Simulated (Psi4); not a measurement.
Interaction energy of H2 ··· HBr (SMILES [H][H] and Br). Monomers: optimised at B3LYP-D3(BJ) (def2-TZVP), held rigid. Orientation: lowest of the rigid-body minima from ten starts at GFN2-xTB. R is the distance of the centres of mass, along which the second monomer moves.

Method: SAPT0/jun-cc-pVDZ, frozen core run with Psi4.

Components in kcal/mol:

```
R / Å  electrostatics  exchange  induction  dispersion  total
-----  --------------  --------  ---------  ----------  -----
3.18            -2.87      7.99      -2.16       -1.43   1.53
3.36            -1.76      4.40      -1.14       -0.92   0.59
3.60            -0.94      1.96      -0.49       -0.52   0.01
3.80            -0.59      0.99      -0.24       -0.33  -0.17
4.03            -0.36      0.44      -0.11       -0.20  -0.23
4.21            -0.26      0.23      -0.06       -0.14  -0.23
4.49            -0.16      0.09      -0.03       -0.08  -0.18
4.82            -0.11      0.03      -0.01       -0.04  -0.13
5.33            -0.06      0.00       0.00       -0.02  -0.08
6.03            -0.03      0.00       0.00       -0.01  -0.04
7.03            -0.01      0.00       0.00        0.00  -0.02
8.28            -0.01      0.00       0.00        0.00  -0.01
```
